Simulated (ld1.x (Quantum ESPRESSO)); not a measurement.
palladium (Pd): TM pseudisation with PBE, fully relativistic reference atom.

Input for ld1.x (Quantum ESPRESSO) 7.5:

```
&input
   title='Pd', zed=46., rel=2, dft='PBE', iswitch=3,
   config='[Kr] 4d9 5s1 5p0', rel_dist='average',
   nld=5, rlderiv=1.90, eminld=-9.0, emaxld=5.0, deld=0.04
 /
 &inputp
   pseudotype=2, tm=.true., lloc=-2, rcloc=1.20,
   nlcc=.true., rcore=1.25,
   file_pseudopw='Pd.UPF', file_wfcaegen='ae.wfc', file_wfcncgen='nc.wfc', file_beta='beta', file_chi='chi'
 /
3
4S  1  0   2.00   0.00  1.35  1.35  0.0
4P  2  1   6.00   0.00  1.75  1.75  0.0
4D  3  2   9.00   0.00  1.35  1.35  0.0
 &test
   configts(1)='4s2 4p6 4d9 5s1 5p0'
 /
```

Command:

```bash
ld1.x < Pd.in > Pd.out
```

Resulting log (shortened: banner, matrices, multipoles, cross overlaps and the repeated all-electron block are left out):

```
Program LD1 v.7.5
     --------------------------- All-electron run ----------------------------

     Pd
     dirac relativistic calculation

     atomic number is 46.00
     dft =PBE   lsd =0 sic =0 latt =0  beta=0.20 tr2=1.0E-14
     Exchange-correlation= PBE
                           (   1   4   3   4   0   0   0)
     mesh =1235 r(mesh) =  99.12271 a.u. xmin = -7.00 dx = 0.01250
     1 Ry =  13.60569312 eV, c = 137.03599908

     n l j   nl                  e(Ry)          e(Ha)          e(eV)
     Spin orbit split results
     1 0 0.5 1S 1( 2.00)     -1775.4415      -887.7207    -24156.1117
     2 0 0.5 2S 1( 2.00)      -259.3736      -129.6868     -3528.9579
     2 1 0.5 2P 1( 2.00)      -240.5953      -120.2976     -3273.4657
     2 1 1.5 2P 1( 4.00)      -228.8797      -114.4398     -3114.0665
     3 0 0.5 3S 1( 2.00)       -46.9744       -23.4872      -639.1199
     3 1 0.5 3P 1( 2.00)       -39.5647       -19.7823      -538.3047
     3 1 1.5 3P 1( 4.00)       -37.5226       -18.7613      -510.5213
     4 0 0.5 4S 1( 2.00)        -6.5168        -3.2584       -88.6654
     4 1 0.5 4P 1( 2.00)        -4.2272        -2.1136       -57.5143
     4 1 1.5 4P 1( 4.00)        -3.8992        -1.9496       -53.0512
     3 2 1.5 3D 1( 4.00)       -24.4077       -12.2039      -332.0838
     3 2 2.5 3D 1( 6.00)       -24.0006       -12.0003      -326.5442
     4 2 1.5 4D 1( 3.60)        -0.5125        -0.2562        -6.9729
     4 2 2.5 4D 1( 5.40)        -0.4780        -0.2390        -6.5031
     5 0 0.5 5S 1( 1.00)        -0.3201        -0.1601        -4.3553
     5 1 0.5 5P 1( 0.00)        -0.0638        -0.0319        -0.8681
     5 1 1.5 5P 1( 0.00)        -0.0559        -0.0279        -0.7604
     Averaged results
     1 0     1S 1( 2.00)     -1775.4415      -887.7207    -24156.1117
     2 0     2S 1( 2.00)      -259.3736      -129.6868     -3528.9579
     2 1     2P 1( 6.00)      -232.7849      -116.3924     -3167.1996
     3 0     3S 1( 2.00)       -46.9744       -23.4872      -639.1199
     3 1     3P 1( 6.00)       -38.2033       -19.1017      -519.7825
     4 0     4S 1( 2.00)        -6.5168        -3.2584       -88.6654
     4 1     4P 1( 6.00)        -4.0085        -2.0043       -54.5389
     3 2     3D 1(10.00)       -24.1634       -12.0817      -328.7600
     4 2     4D 1( 9.00)        -0.4918        -0.2459        -6.6910
     5 0     5S 1( 1.00)        -0.3201        -0.1601        -4.3553
     5 1     5P 1( 0.00)        -0.0585        -0.0293        -0.7963

     final scf error:  8.5E-15 reached in  28 iterations

     Etot =  -10093.777529 Ry,   -5046.888764 Ha, -137332.839511 eV

     Ekin =   10543.250858 Ry,    5271.625429 Ha,  143448.235693 eV
     Encl =  -24457.343094 Ry,  -12228.671547 Ha, -332759.104736 eV
     Eh   =    4108.444267 Ry,    2054.222134 Ha,   55898.231912 eV
     Exc  =    -288.129560 Ry,    -144.064780 Ha,   -3920.202380 eV

     normalization and overlap integrals

     s(1S/1S) =  1.000000  <r> =   0.0319  <r2> =    0.0014  r(max) =   0.0207
     s(2S/2S) =  1.000000  <r> =   0.1380  <r2> =    0.0225  r(max) =   0.1175
     s(2P/2P) =  1.000000  <r> =   0.1171  <r2> =    0.0169  r(max) =   0.0904
     s(2P/2P) =  1.000000  <r> =   0.1221  <r2> =    0.0182  r(max) =   0.0950
     s(3S/3S) =  1.000000  <r> =   0.3790  <r2> =    0.1645  r(max) =   0.3401
     s(3P/3P) =  1.000000  <r> =   0.3712  <r2> =    0.1603  r(max) =   0.3275
     s(3P/3P) =  1.000000  <r> =   0.3820  <r2> =    0.1696  r(max) =   0.3401
     s(4S/4S) =  1.000000  <r> =   0.9449  <r2> =    1.0125  r(max) =   0.8469
     s(4P/4P) =  1.000000  <r> =   1.0185  <r2> =    1.1903  r(max) =   0.8903
     s(4P/4P) =  1.000000  <r> =   1.0500  <r2> =    1.2656  r(max) =   0.9129
     s(3D/3D) =  1.000000  <r> =   0.3556  <r2> =    0.1510  r(max) =   0.2819
     s(3D/3D) =  1.000000  <r> =   0.3591  <r2> =    0.1538  r(max) =   0.2819
     s(4D/4D) =  1.000000  <r> =   1.4830  <r2> =    2.7434  r(max) =   1.0875
     s(4D/4D) =  1.000000  <r> =   1.5099  <r2> =    2.8534  r(max) =   1.0875
     s(5S/5S) =  1.000000  <r> =   3.2329  <r2> =   12.1871  r(max) =   2.5763
     s(5P/5P) =  1.000000  <r> =   5.1542  <r2> =   32.3291  r(max) =   3.7485
     s(5P/5P) =  1.000000  <r> =   5.4072  <r2> =   35.5936  r(max) =   3.9407

     ------------------------ End of All-electron run ------------------------

     --------------------- Generating NC pseudopotential ---------------------

      Generating local potential from pseudized AE potential:
      Matching radius rcloc =   1.2000
      Enforcing V''(0)=0 (lloc=-2)

      Local pseudo, rcloc= 1.187 Estimated cut-off energy=    22.57 Ry

      Computing core charge for nlcc:

       r > 1.26 : true rho core
       r < 1.26 : rho core = a sin(br)/r    a=   0.03  b=   1.56

      Integrated core pseudo-charge :   0.99

     Fully relativistic calculation: |psi|^2

     Wfc 4S LC norm =  0.99959151 SC norm =  0.00040826 missing  0.00000023

     Wfc 4P LC norm =  0.99964743 SC norm =  0.00035235 missing  0.00000022

     Wfc 4P LC norm =  0.99966519 SC norm =  0.00033391 missing  0.00000090

     Wfc 4D LC norm =  0.99981388 SC norm =  0.00018609 missing  0.00000003

     Wfc 4D LC norm =  0.99981911 SC norm =  0.00017438 missing  0.00000651

      Wfc   4S  rcut= 1.345  Using Troullier-Martins method

      Wfc   4P  rcut= 1.771  Using Troullier-Martins method

      Wfc   4P  rcut= 1.771  Using Troullier-Martins method

      Wfc   4D  rcut= 1.345  Using Troullier-Martins method

      Wfc   4D  rcut= 1.345  Using Troullier-Martins method

     ------------------- End of pseudopotential generation -------------------

     Computing logarithmic derivative in   1.89672
     Computing logarithmic derivative in   1.89672
     Computing the partial wave expansion
     R is outside the sphere for l=    0 j= 0.50
     R is outside the sphere for l=    1 j= 0.50
     R is outside the sphere for l=    1 j= 1.50
     R is outside the sphere for l=    2 j= 1.50
     R is outside the sphere for l=    2 j= 2.50

     ---------------------- Testing the pseudopotential ----------------------

     Pd
     dirac relativistic calculation

     atomic number is 46.00   valence charge is 18.00
     dft =PBE   lsd =0 sic =0 latt =0  beta=0.20 tr2=1.0E-14
     mesh =1235 r(mesh) =  99.12271 xmin = -7.00 dx = 0.01250

     n l  j  nl             e AE (Ry)       e PS (Ry)    De AE-PS (Ry)
     1 0 0.5 4S   1( 2.00)       -6.51679       -6.51679        0.00001
     2 1 0.5 4P   1( 2.00)       -4.22723       -4.22722       -0.00000
     2 1 1.5 4P   1( 4.00)       -3.89919       -3.89919        0.00000
     3 2 1.5 4D   1( 3.60)       -0.51250       -0.51246       -0.00004
     3 2 2.5 4D   1( 5.40)       -0.47797       -0.47800        0.00003
     2 0 0.5 5S   1( 1.00)       -0.32011       -0.32828        0.00818  !
     3 1 0.5 5P   1( 0.00)       -0.06380       -0.06479        0.00099
     3 1 1.5 5P   1( 0.00)       -0.05589       -0.05734        0.00145

     eps = 4.3E-15  iter = 20

     Etot =  -10093.777529 Ry,   -5046.888764 Ha, -137332.839511 eV
     Etotps =  -256.595870 Ry,    -128.297935 Ha,   -3491.164668 eV

     Ekin =      91.660312 Ry,      45.830156 Ha,    1247.102082 eV
     Encl =    -549.023060 Ry,    -274.511530 Ha,   -7469.839277 eV
     Ehrt =     221.922292 Ry,     110.961146 Ha,    3019.406600 eV
     Ecxc =     -25.545947 Ry,     -12.772974 Ha,    -347.570322 eV
     (Ecc =      -0.258221 Ry,      -0.129111 Ha,      -3.513277 eV)
     Epseu=       4.390533 Ry,       2.195267 Ha,      59.736248 eV

     ---------------------- End of pseudopotential test ----------------------
```

ld1.x takes every shell without a wave as core, so the model core holds the 5s electrons as well and exchange and correlation see them twice. This cancels in the reference configuration, but the file is broken for other ones, and its errors say nothing about a proper core correction.

Generation and configuration tests took about 1.6 s on one core of a shared server CPU.

Transferability test of the new file with ld1.x, input:

```
&input
   title='Pd', zed=46., rel=2, dft='PBE', iswitch=2,
   config='[Kr] 4d9 5s1 5p0', rel_dist='average'
 /
 &test
   file_pseudo='Pd.UPF', nconf=8,
   configts(1)='4s2 4p6 4d9 5s1 5p0',
   configts(2)='4s2 4p6 4d10 5s0 5p0',
   configts(3)='4s2 4p6 4d9 5s0 5p0',
   configts(4)='4s2 4p6 4d8 5s0 5p0',
   configts(5)='4s2 4p6 4d9.5 5s0 5p0',
   configts(6)='4s2 4p6 4d8 5s1 5p0',
   configts(7)='4s2 4p5 4d10 5s0 5p0',
   configts(8)='4s2 4p6 4d7 5s0 5p0'
 /
```

```bash
ld1.x < Pd.test.in > Pd.test.out
```

Pseudopotential blocks of its output, shortened (energy terms left out):

```
     ---------------------- Testing the pseudopotential ----------------------

     n l  j  nl             e AE (Ry)       e PS (Ry)    De AE-PS (Ry)
     1 0 0.5 4S   1( 2.00)       -6.51679       -6.51679        0.00001
     2 1 0.5 4P   1( 2.00)       -4.22723       -4.22722       -0.00000
     2 1 1.5 4P   1( 4.00)       -3.89919       -3.89919        0.00000
     3 2 1.5 4D   1( 3.60)       -0.51250       -0.51246       -0.00004
     3 2 2.5 4D   1( 5.40)       -0.47797       -0.47800        0.00003
     2 0 0.5 5S   1( 1.00)       -0.32011       -0.32828        0.00818  !
     3 1 0.5 5P   1( 0.00)       -0.06380       -0.06479        0.00099
     3 1 1.5 5P   1( 0.00)       -0.05589       -0.05734        0.00145

     eps = 2.2E-15  iter = 23

     Etot =  -10093.777529 Ry,   -5046.888764 Ha, -137332.839511 eV
     Etotps =  -256.595871 Ry,    -128.297935 Ha,   -3491.164674 eV

     ---------------------- End of pseudopotential test ----------------------

          ---------------------- Testing the pseudopotential ----------------------

     n l  j  nl             e AE (Ry)       e PS (Ry)    De AE-PS (Ry)
     1 0 0.5 4S   1( 2.00)       -6.26825       -6.27676        0.00850  !
     2 1 0.5 4P   1( 2.00)       -3.98538       -3.99341        0.00803  !
     2 1 1.5 4P   1( 4.00)       -3.66008       -3.66780        0.00772  !
     3 2 1.5 4D   1( 4.00)       -0.31722       -0.32351        0.00628  !
     3 2 2.5 4D   1( 6.00)       -0.28527       -0.29156        0.00629  !
     2 0 0.5 5S   1( 0.00)       -0.24433       -0.25626        0.01193  !
     3 1 0.5 5P   1( 0.00)       -0.02668       -0.03336        0.00668  !
     3 1 1.5 5P   1( 0.00)       -0.02166       -0.02816        0.00650  !

     eps = 5.4E-16  iter = 11

     Etot =  -10093.888029 Ry,   -5046.944015 Ha, -137334.342941 eV
     Etotps =  -256.699601 Ry,    -128.349801 Ha,   -3492.576000 eV
     dEtot_ae =      -0.110500 Ry
     dEtot_ps =      -0.103731 Ry,   Delta E=      -0.006770 Ry

     ---------------------- End of pseudopotential test ----------------------

          ---------------------- Testing the pseudopotential ----------------------

     n l  j  nl             e AE (Ry)       e PS (Ry)    De AE-PS (Ry)
     1 0 0.5 4S   1( 2.00)       -7.10200       -7.11549        0.01348  !
     2 1 0.5 4P   1( 2.00)       -4.81434       -4.82748        0.01315  !
     2 1 1.5 4P   1( 4.00)       -4.48706       -4.49992        0.01286  !
     3 2 1.5 4D   1( 3.60)       -1.09538       -1.10736        0.01198  !
     3 2 2.5 4D   1( 5.40)       -1.06014       -1.07216        0.01203  !
     2 0 0.5 5S   1( 0.00)       -0.81155       -0.83612        0.02456  !
     3 1 0.5 5P   1( 0.00)       -0.47185       -0.49148        0.01963  !
     3 1 1.5 5P   1( 0.00)       -0.45393       -0.47543        0.02150  !

     eps = 5.9E-15  iter = 16

     Etot =  -10093.217759 Ry,   -5046.608879 Ha, -137325.223448 eV
     Etotps =  -256.019856 Ry,    -128.009928 Ha,   -3483.327588 eV
     dEtot_ae =       0.559770 Ry
     dEtot_ps =       0.576015 Ry,   Delta E=      -0.016245 Ry

     ---------------------- End of pseudopotential test ----------------------

          ---------------------- Testing the pseudopotential ----------------------

     n l  j  nl             e AE (Ry)       e PS (Ry)    De AE-PS (Ry)
     1 0 0.5 4S   1( 2.00)       -8.11590       -8.13090        0.01500  !
     2 1 0.5 4P   1( 2.00)       -5.81843       -5.83360        0.01517  !
     2 1 1.5 4P   1( 4.00)       -5.48709       -5.50217        0.01508  !
     3 2 1.5 4D   1( 3.20)       -2.03137       -2.04622        0.01485  !
     3 2 2.5 4D   1( 4.80)       -1.99266       -2.00761        0.01495  !
     2 0 0.5 5S   1( 0.00)       -1.48797       -1.52420        0.03623  !
     3 1 0.5 5P   1( 0.00)       -1.05557       -1.08424        0.02868  !
     3 1 1.5 5P   1( 0.00)       -1.02514       -1.05744        0.03230  !

     eps = 1.3E-15  iter = 14

     Etot =  -10091.687592 Ry,   -5045.843796 Ha, -137304.404470 eV
     Etotps =  -254.476041 Ry,    -127.238020 Ha,   -3462.322914 eV
     dEtot_ae =       2.089937 Ry
     dEtot_ps =       2.119830 Ry,   Delta E=      -0.029893 Ry

     ---------------------- End of pseudopotential test ----------------------

          ---------------------- Testing the pseudopotential ----------------------

     n l  j  nl             e AE (Ry)       e PS (Ry)    De AE-PS (Ry)
     1 0 0.5 4S   1( 2.00)       -6.65789       -6.66949        0.01160  !
     2 1 0.5 4P   1( 2.00)       -4.37326       -4.38440        0.01114  !
     2 1 1.5 4P   1( 4.00)       -4.04723       -4.05806        0.01083  !
     3 2 1.5 4D   1( 3.80)       -0.68255       -0.69216        0.00961  !
     3 2 2.5 4D   1( 5.70)       -0.64897       -0.65861        0.00964  !
     2 0 0.5 5S   1( 0.00)       -0.51156       -0.53007        0.01852  !
     3 1 0.5 5P   1( 0.00)       -0.22623       -0.24056        0.01433  !
     3 1 1.5 5P   1( 0.00)       -0.21457       -0.23002        0.01546  !

     eps = 5.0E-15  iter = 10

     Etot =  -10093.650159 Ry,   -5046.825079 Ha, -137331.106548 eV
     Etotps =  -256.457700 Ry,    -128.228850 Ha,   -3489.284762 eV
     dEtot_ae =       0.127370 Ry
     dEtot_ps =       0.138171 Ry,   Delta E=      -0.010800 Ry

     ---------------------- End of pseudopotential test ----------------------

          ---------------------- Testing the pseudopotential ----------------------

     n l  j  nl             e AE (Ry)       e PS (Ry)    De AE-PS (Ry)
     1 0 0.5 4S   1( 2.00)       -7.41586       -7.41770        0.00184
     2 1 0.5 4P   1( 2.00)       -5.11807       -5.12033        0.00226
     2 1 1.5 4P   1( 4.00)       -4.78663       -4.78912        0.00249
     3 2 1.5 4D   1( 3.20)       -1.34348       -1.34686        0.00338
     3 2 2.5 4D   1( 4.80)       -1.30565       -1.30917        0.00352
     2 0 0.5 5S   1( 1.00)       -0.91515       -0.93505        0.01990  !
     3 1 0.5 5P   1( 0.00)       -0.54488       -0.55555        0.01067  !
     3 1 1.5 5P   1( 0.00)       -0.52367       -0.53627        0.01260  !

     eps = 1.5E-15  iter = 24

     Etot =  -10092.885188 Ry,   -5046.442594 Ha, -137320.698592 eV
     Etotps =  -255.701494 Ry,    -127.850747 Ha,   -3478.996063 eV
     dEtot_ae =       0.892341 Ry
     dEtot_ps =       0.894376 Ry,   Delta E=      -0.002035 Ry

     ---------------------- End of pseudopotential test ----------------------

          ---------------------- Testing the pseudopotential ----------------------

     n l  j  nl             e AE (Ry)       e PS (Ry)    De AE-PS (Ry)
     1 0 0.5 4S   1( 2.00)       -7.20712       -7.22759        0.02046  !
     2 1 0.5 4P   1( 1.67)       -4.91064       -4.92897        0.01833  !
     2 1 1.5 4P   1( 3.33)       -4.57947       -4.59697        0.01750  !
     3 2 1.5 4D   1( 4.00)       -1.15611       -1.16745        0.01134  !
     3 2 2.5 4D   1( 6.00)       -1.11943       -1.13073        0.01130  !
     2 0 0.5 5S   1( 0.00)       -0.81972       -0.84539        0.02567  !
     3 1 0.5 5P   1( 0.00)       -0.47470       -0.49494        0.02024  !
     3 1 1.5 5P   1( 0.00)       -0.45635       -0.47867        0.02233  !

     eps = 9.4E-16  iter = 12

     Etot =  -10089.678692 Ry,   -5044.839346 Ha, -137277.071992 eV
     Etotps =  -252.477118 Ry,    -126.238559 Ha,   -3435.126185 eV
     dEtot_ae =       4.098837 Ry
     dEtot_ps =       4.118753 Ry,   Delta E=      -0.019916 Ry

     ---------------------- End of pseudopotential test ----------------------

          ---------------------- Testing the pseudopotential ----------------------

     n l  j  nl             e AE (Ry)       e PS (Ry)    De AE-PS (Ry)
     1 0 0.5 4S   1( 2.00)       -9.26171       -9.27614        0.01444  !
     2 1 0.5 4P   1( 2.00)       -6.94996       -6.96539        0.01544  !
     2 1 1.5 4P   1( 4.00)       -6.61268       -6.62836        0.01568  !
     3 2 1.5 4D   1( 2.80)       -3.08514       -3.10089        0.01575  !
     3 2 2.5 4D   1( 4.20)       -3.04283       -3.05875        0.01591  !
     2 0 0.5 5S   1( 0.00)       -2.24704       -2.29551        0.04846  !
     3 1 0.5 5P   1( 0.00)       -1.73373       -1.77146        0.03773  !
     3 1 1.5 5P   1( 0.00)       -1.69072       -1.73455        0.04383  !

     eps = 9.1E-15  iter = 11

     Etot =  -10089.162394 Ry,   -5044.581197 Ha, -137270.047396 eV
     Etotps =  -251.935307 Ry,    -125.967653 Ha,   -3427.754471 eV
     dEtot_ae =       4.615135 Ry
     dEtot_ps =       4.660564 Ry,   Delta E=      -0.045429 Ry

     ---------------------- End of pseudopotential test ----------------------
```
